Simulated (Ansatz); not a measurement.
Program: Ansatz. Geometries: PBE0-D4/def2-TZVP. ΔE: electronic, gas phase. CBS: MP2 limit from def2 TZ/QZ plus the TZ coupled-cluster correction, frozen cores. Functionals use def2-TZVPP. def2 core potentials past Kr. For Sn outer-core shells are correlated without core-valence functions, which leaves a few kJ/mol of doubt a bond. Each species was taken in one conformer, which may not be the lowest.

Reaction (cleavage of the Si–Sn bond): `[SnH3][SiH]1CO1` + `[SiH3]S` → `[SiH3]S[SiH]1CO1` + `[SnH4]`

`[SnH3][SiH]1CO1`:

Z-matrix (Å, degrees):
```
Sn
Si 1 2.553
H 1 1.706 2 110.9
H 1 1.707 2 110.2 3 120.0
H 1 1.704 2 109.0 3 -120.3
C 2 1.815 1 121.9 3 131.4
O 2 1.674 1 116.0 3 74.8
H 2 1.486 1 117.1 3 -66.0
H 6 1.088 2 121.9 1 2.1
H 6 1.088 2 121.1 1 161.0
```

`[SiH3]S`:

Cartesian coordinates in Å:
```
Si -0.179 -0.496 0.010
S -0.301 1.636 -0.073
H 0.570 -1.047 -1.147
H -1.587 -0.959 -0.031
H 0.470 -0.958 1.264
H 1.028 1.825 -0.022
```

`[SiH3]S[SiH]1CO1`:

Cartesian coordinates in Å:
```
Si -0.276 1.817 -1.578
S -0.593 -0.295 -1.364
Si 0.166 -0.502 0.592
C 0.289 -2.104 1.401
O -0.798 -1.157 1.762
H -0.835 2.161 -2.906
H -0.980 2.568 -0.510
H 1.171 2.141 -1.532
H 0.970 0.676 0.983
H -0.085 -3.008 0.926
H 0.971 -2.297 2.227
```

`[SnH4]`:

Z-matrix (Å, degrees):
```
Sn
H 1 1.704
H 1 1.704 2 109.5
H 1 1.704 2 109.5 3 -120.0
H 1 1.704 2 109.5 3 120.0
```

| level | ΔE (eV) |
| --- | --- |
| PBE-D4 | -0.41 |
| PBE0-D4 | -0.45 |
| ωB97M-V | -0.51 |
| r2SCAN | -0.48 |
| PBE0 | -0.42 |
| MP2/def2-TZVPP | -0.53 |
| CCSD/def2-TZVPP | -0.47 |
| MP2/CBS(def2) | -0.49 |

**Question.** What does CCSD(T)/CBS give? (Estimate.)

**Answer.** The calculation gave: -0.44 eV. The listed levels differ from it by 0.03, -0.01, -0.07, -0.04, 0.02, -0.09, -0.03, -0.05 eV.

Largest T1 diagnostic among the species: 0.015.

The D4 term adds −0.06 eV with B3LYP and −0.03 eV with PBE0; it sums over pairs of atoms, weighted by their polarisabilities, and B3LYP, whose exchange is more repulsive, gets the larger term. From PBE to PBE0 (25 % exact exchange), in def2-TZVPP and without D4, ΔE moves by −0.04 eV.

B3LYP here is the variant with VWN-RPA as its local correlation; programs differ in this.
